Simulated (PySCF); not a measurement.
Stepwise substitution at one centre (B Br-H). Isolated molecules, 0 K electronic values unless said otherwise. Strings in code marks are SMILES.

The HOMO from two functionals at the same geometries (PBE0-D4/def2-TZVP), both in PySCF: PBE-D3(BJ)/def2-TZVP and PBE0-D4/def2-TZVP. 

| species | PBE0-D4/def2-TZVP (eV) |
|---|---|
| 0 of 3 Br replaced by H | -8.31 |
| 1 of 3 Br replaced by H (`BrBBr`) | -8.54 |
| 2 of 3 Br replaced by H | -8.22 |
| 3 of 3 Br replaced by H (`B`) | -9.92 |

Task: What does PBE-D3(BJ)/def2-TZVP give for each?

Result: 
- 0 of 3 Br replaced by H: -7.01
- 1 of 3 Br replaced by H (`BrBBr`): -7.26
- 2 of 3 Br replaced by H: -6.95
- 3 of 3 Br replaced by H (`B`): -8.47
Over these rows, drawn at random from the members with no instability flagged (it was tested for open shells, ions and some series alone), PBE minus PBE0-D4: mean +1.33 eV, from +1.27 eV to +1.45 eV.
